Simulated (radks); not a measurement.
Problem. Species: Br20+. Configuration: [He] 2s2 2p4 3s2 3p5 (not the ground configuration). Method: Dirac Kohn-Sham, PBE, spin-unpolarised, spherical densities, finite nucleus; open shells fill j = l - 1/2 first; Fermi nuclear charge, rms radius 4.1629 fm; computed with a radial shooting solver on a logarithmic mesh with Libxc functionals. Some entries of the table are withheld. Estimate them.

orbital  occ.  eigenvalue (eV)  <r> (bohr)
1s1/2       2        -14355.89     0.04271
2s1/2       2        -2658.536      0.1841
2p1/2       2        -2511.987      0.1573
2p3/2       2        -2461.114      0.1609
3s1/2       2        -932.2063      0.4642
3p1/2       2        -879.2239         (1)
3p3/2       3        -867.9444         (2)
3d3/2       0        -787.2899      0.4016
3d5/2       0        -784.6982      0.4034
4s1/2       0              (3)      0.9040
4p1/2       0        -439.7282      0.9017
4p3/2       0        -435.8257      0.9099
4f5/2       0        -373.7793      0.7993
4f7/2       0        -373.4963      0.8003

Solution. 
(1) 3p1/2 <r> (bohr): 0.4475
(2) 3p3/2 <r> (bohr): 0.4534
(3) 4s1/2 eigenvalue (eV): -461.4624
